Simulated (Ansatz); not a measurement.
Ansatz (a quantum-chemistry and plane-wave program) job for dithienothiophene (C8H4S3), SMILES c12c3c(sc1ccs2)ccs3, PBE0-D3(BJ)/def2-SVP. 

Ansatz 0.2 input:
```yaml
crystal:
  periodic: [false, false, false]
  atoms:
    - {symbol: C, position_ang: [0.00000000, 3.15502364, 0.32118243]}
    - {symbol: C, position_ang: [0.00000000, 2.63813949, -0.93413727]}
    - {symbol: C, position_ang: [0.00000000, 1.22950369, -0.90445089]}
    - {symbol: S, position_ang: [-0.00000000, 0.00000000, -2.13648559]}
    - {symbol: C, position_ang: [0.00000000, -1.22950369, -0.90445089]}
    - {symbol: C, position_ang: [0.00000000, -2.63813948, -0.93413728]}
    - {symbol: C, position_ang: [-0.00000000, -3.15502363, 0.32118242]}
    - {symbol: S, position_ang: [0.00000000, -1.95504532, 1.57001019]}
    - {symbol: C, position_ang: [-0.00000000, -0.70272620, 0.38390965]}
    - {symbol: C, position_ang: [0.00000001, 0.70272619, 0.38390965]}
    - {symbol: S, position_ang: [-0.00000000, 1.95504531, 1.57001019]}
    - {symbol: H, position_ang: [-0.00000000, 4.18817770, 0.60617880]}
    - {symbol: H, position_ang: [-0.00000001, 3.22537076, -1.83348065]}
    - {symbol: H, position_ang: [0.00000000, -3.22537075, -1.83348066]}
    - {symbol: H, position_ang: [-0.00000000, -4.18817771, 0.60617879]}
basis:
  gaussian:
    orbitals: def2-SVP
hamiltonian:
  xc: pbe0
  dispersion: d3bj
relax: {f_tol: 0.004, max_steps: 200}
```

Program output:

```
Functional definition: PBE0
integrals: 0.26 GiB planned
2089 factors; integrals over basis functions are off by at most 4.3e-4 eV
mean field: 1.71 GiB planned
mean field evaluation 1: about -40814.3534 eV, gradient 7.6e1 eV
mean field evaluation 2: about -40793.8714 eV, gradient 1.2e2 eV
mean field evaluation 4: about -40829.0023 eV, gradient 1.2e1 eV
mean field evaluation 8: about -40829.4946 eV, gradient 2.8e-1 eV
mean field evaluation 16: about -40829.4948 eV, gradient 4.6e-5 eV
mean field -40829.49478571 eV, -1500.4562581491 hartree, gradient 2.2e-5 eV, S^2 0.000000; 0 other end points of the search recorded, 0 dependent functions left out
the calculation of the forces begins
reference -40829.49481394 eV, -1500.4562591868 hartree; 50, 50 occupied and 136, 136 virtual orbitals, 2089 factors
relax step   1: F+E_penalty+E_count = -40830.08610897 eV  Δ(F+E_penalty+E_count) = +0.000e0 eV  max|allowed force component| = 6.650e-1 eV/Å  Δτ_max = 0.0000 Å  (31 SCF iters, accepted)
these checks for a lower state are left out or cut short: starts, cluster_reference, orbital_swaps, neighbouring_geometries, increment
integrals: 0.26 GiB planned
2089 factors; integrals over basis functions are off by at most 4.3e-4 eV
mean field: 1.71 GiB planned
mean field -40829.53855075 eV, -1500.4578664849 hartree, gradient 1.5e-5 eV, S^2 0.000000; 0 other end points of the search recorded, 0 dependent functions left out
the calculation of the forces begins
reference -40829.53857922 eV, -1500.4578675310 hartree; 50, 50 occupied and 136, 136 virtual orbitals, 2089 factors
relax step   2: F+E_penalty+E_count = -40830.12963220 eV  Δ(F+E_penalty+E_count) = -4.352e-2 eV  max|allowed force component| = 1.928e-1 eV/Å  Δτ_max = 0.0353 Å  (36 SCF iters, accepted)
these checks for a lower state are left out or cut short: starts, cluster_reference, orbital_swaps, neighbouring_geometries, increment
integrals: 0.26 GiB planned
2089 factors; integrals over basis functions are off by at most 4.3e-4 eV
mean field: 1.71 GiB planned
mean field evaluation 32: about -40829.5413 eV, gradient 4.0e-4 eV
mean field -40829.54131242 eV, -1500.4579679744 hartree, gradient 1.5e-5 eV, S^2 0.000000; 0 other end points of the search recorded, 0 dependent functions left out
the calculation of the forces begins
reference -40829.54134094 eV, -1500.4579690223 hartree; 50, 50 occupied and 136, 136 virtual orbitals, 2089 factors
relax step   3: F+E_penalty+E_count = -40830.13261560 eV  Δ(F+E_penalty+E_count) = -2.983e-3 eV  max|allowed force component| = 5.982e-2 eV/Å  Δτ_max = 0.0090 Å  (36 SCF iters, accepted)
these checks for a lower state are left out or cut short: starts, cluster_reference, orbital_swaps, neighbouring_geometries, increment
integrals: 0.26 GiB planned
2089 factors; integrals over basis functions are off by at most 4.3e-4 eV
mean field: 1.71 GiB planned
mean field -40829.54146820 eV, -1500.4579736991 hartree, gradient 1.1e-5 eV, S^2 0.000000; 0 other end points of the search recorded, 0 dependent functions left out
the calculation of the forces begins
reference -40829.54149671 eV, -1500.4579747470 hartree; 50, 50 occupied and 136, 136 virtual orbitals, 2089 factors
relax step   4: F+E_penalty+E_count = -40830.13277061 eV  Δ(F+E_penalty+E_count) = -1.550e-4 eV  max|allowed force component| = 1.544e-2 eV/Å  Δτ_max = 0.0029 Å  (27 SCF iters, accepted)
these checks for a lower state are left out or cut short: starts, cluster_reference, orbital_swaps, neighbouring_geometries, increment
integrals: 0.26 GiB planned
2089 factors; integrals over basis functions are off by at most 4.3e-4 eV
mean field: 1.71 GiB planned
mean field -40829.54152732 eV, -1500.4579758719 hartree, gradient 7.0e-5 eV, S^2 0.000000; 0 other end points of the search recorded, 0 dependent functions left out
the calculation of the forces begins
reference -40829.54155584 eV, -1500.4579769197 hartree; 50, 50 occupied and 136, 136 virtual orbitals, 2089 factors
relax step   5: F+E_penalty+E_count = -40830.13282141 eV  Δ(F+E_penalty+E_count) = -5.081e-5 eV  max|allowed force component| = 5.112e-3 eV/Å  Δτ_max = 0.0020 Å  (24 SCF iters, accepted)
these checks for a lower state are left out or cut short: starts, cluster_reference, orbital_swaps, neighbouring_geometries, increment
integrals: 0.26 GiB planned
2089 factors; integrals over basis functions are off by at most 4.3e-4 eV
mean field: 1.71 GiB planned
mean field -40829.54152302 eV, -1500.4579757137 hartree, gradient 3.3e-5 eV, S^2 0.000000; 0 other end points of the search recorded, 0 dependent functions left out
the calculation of the forces begins
reference -40829.54155153 eV, -1500.4579767615 hartree; 50, 50 occupied and 136, 136 virtual orbitals, 2089 factors
relax step   6: F+E_penalty+E_count = -40830.13282626 eV  Δ(F+E_penalty+E_count) = -4.847e-6 eV  max|allowed force component| = 1.096e-3 eV/Å  Δτ_max = 0.0007 Å  (22 SCF iters, accepted)
integrals: 0.26 GiB planned
2089 factors; integrals over basis functions are off by at most 4.3e-4 eV
mean field: 1.71 GiB planned
mean field evaluation 64: about -40829.5415 eV, gradient 3.3e-2 eV
mean field -40829.54152302 eV, -1500.4579757137 hartree, gradient 3.3e-5 eV, S^2 0.000000; 1 other end points of the search recorded, 0 dependent functions left out
the calculation of the forces begins
reference -40829.54155153 eV, -1500.4579767615 hartree; 50, 50 occupied and 136, 136 virtual orbitals, 2089 factors
Total energy: -40830.13285477 eV, -1500.4797067548 hartree
Atom 0 at     0.000000     3.176913     0.329089 Å, force    -0.000000    -0.000549    -0.001096 eV/Å
Atom 1 at     0.000000     2.658089    -0.938124 Å, force     0.000000     0.000435     0.000066 eV/Å
Atom 2 at     0.000000     1.237064    -0.907300 Å, force     0.000000    -0.000378     0.000413 eV/Å
Atom 3 at    -0.000000    -0.000000    -2.133907 Å, force    -0.000000    -0.000000     0.000593 eV/Å
Atom 4 at    -0.000000    -1.237064    -0.907300 Å, force     0.000000     0.000378     0.000413 eV/Å
Atom 5 at     0.000000    -2.658089    -0.938124 Å, force    -0.000000    -0.000435     0.000066 eV/Å
Atom 6 at     0.000000    -3.176913     0.329089 Å, force     0.000000     0.000549    -0.001096 eV/Å
Atom 7 at     0.000000    -1.965444     1.566158 Å, force    -0.000000     0.001028     0.000231 eV/Å
Atom 8 at     0.000000    -0.710058     0.384885 Å, force    -0.000000     0.000890     0.000424 eV/Å
Atom 9 at     0.000000     0.710058     0.384885 Å, force     0.000000    -0.000890     0.000424 eV/Å
Atom 10 at    -0.000000     1.965444     1.566158 Å, force     0.000000    -0.001028     0.000231 eV/Å
Atom 11 at    -0.000000     4.228008     0.614697 Å, force     0.000000    -0.000340     0.000185 eV/Å
Atom 12 at    -0.000000     3.267666    -1.841481 Å, force     0.000000     0.000750    -0.000520 eV/Å
Atom 13 at    -0.000000    -3.267666    -1.841481 Å, force     0.000000    -0.000750    -0.000520 eV/Å
Atom 14 at    -0.000000    -4.228008     0.614697 Å, force    -0.000000     0.000340     0.000185 eV/Å
Dipole moment:    -0.000000     0.000000    -0.079371 e Å
```

Self-consistency was reached.
